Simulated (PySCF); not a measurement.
Radial density of In⁺ (indium, charge +1)

PBEsol, [Kr] 4d10 5s1 5d1, high-spin 3D determinant (an excited configuration). Computed with PySCF 2.14 in aug-cc-pVQZ-DK3 (9s8p6d3f2g, 102 functions), with scalar relativity by spin-free X2C-1e.

| r (bohr) | 4πr²ρ (e/bohr) | 4πr²(ρα − ρβ) |
| --- | --- | --- |
| 0.0322 | 56.58 | 0.0002 |
| 0.0542 | 59.71 | 0.0060 |
| 0.0911 | 80.40 | 0.0202 |
| 0.153 | 57.69 | -0.0096 |
| 0.258 | 65.16 | 0.0408 |
| 0.434 | 33.02 | 0.0049 |
| 0.729 | 21.29 | 0.0742 |
| 1.23 | 12.61 | 0.0786 |
| 2.06 | 2.101 | 0.6180 |
| 3.47 | 0.3965 | 0.3586 |
| 5.84 | 0.1739 | 0.1739 |
| 9.82 | 0.01643 | 0.0164 |
| 16.5 | 2.330e-05 | 0.0000 |

Densities and radii are taken from the X2C orbitals without a picture-change correction, which distorts them close to the nucleus.

The outer electron is Rydberg-like, and this basis confines it to a smaller radius and binds it less than a complete one would.

(1) Where is the radial spin density 4πr²(ρα − ρβ) most negative, and why is it negative at all?

Answers

(1) Around r = 0.153 bohr, down to -0.0096 e/bohr: exchange with the open shell polarises the paired shells in an unrestricted calculation.
